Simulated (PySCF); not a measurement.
A run for PySCF: D3(BJ) and D4 dispersion corrections on F2H2 (a complex), monomers drawn apart or pushed together.

```python
from pyscf import gto
from pyscf.dispersion import dftd3, dftd4

mol = gto.M(
    atom='''
    F    -0.08442001    0.71660412   -0.14915627
    H    -0.04780698    0.55089004    0.76703706
    F     0.40323308   -0.14720807    2.66904839
    H     1.07811250   -0.78397965    2.66636582
    ''',
    basis='def2-svp',
    charge=0, spin=0, verbose=0, max_memory=1800)
d3, d4 = {}, {}
for xc in ['hf', 'pbe', 'blyp', 'revpbe', 'tpss', 'r2scan', 'b3lyp', 'pbe0', 'bhlyp', 'camb3lyp', 'b2plyp']:
    d3[xc] = float(dftd3.DFTD3Dispersion(mol, xc=xc, version='d3bj', atm=False).get_dispersion()['energy'])
    print(f'D3(BJ) {xc:10s} {d3[xc]:14.8f} Eh')
for xc in ['hf', 'pbe', 'blyp', 'revpbe', 'tpss', 'r2scan', 'b3lyp', 'pbe0', 'bhlyp', 'camb3lyp', 'b2plyp']:
    d4[xc] = float(dftd4.DFTD4Dispersion(mol, xc={'camb3lyp': 'cam-b3lyp'}.get(xc, xc), atm=True).get_dispersion()['energy'])
    print(f'D4     {xc:10s} {d4[xc]:14.8f} Eh')
```

Output:

```
D3(BJ) hf            -0.00439160 Eh
D3(BJ) pbe           -0.00055907 Eh
D3(BJ) blyp          -0.00108443 Eh
D3(BJ) revpbe        -0.00148589 Eh
D3(BJ) tpss          -0.00067015 Eh
D3(BJ) r2scan        -0.00015419 Eh
D3(BJ) b3lyp         -0.00087388 Eh
D3(BJ) pbe0          -0.00045450 Eh
D3(BJ) bhlyp         -0.00062925 Eh
D3(BJ) camb3lyp      -0.00036748 Eh
D3(BJ) b2plyp        -0.00037255 Eh
D4     hf            -0.00154491 Eh
D4     pbe           -0.00041966 Eh
D4     blyp          -0.00092036 Eh
D4     revpbe        -0.00152782 Eh
D4     tpss          -0.00056523 Eh
D4     r2scan        -0.00011759 Eh
D4     b3lyp         -0.00064647 Eh
D4     pbe0          -0.00035238 Eh
D4     bhlyp         -0.00040843 Eh
D4     camb3lyp      -0.00034505 Eh
D4     b2plyp        -0.00029579 Eh
```

The run finished.

Cost: roughly 0.020 core-seconds.
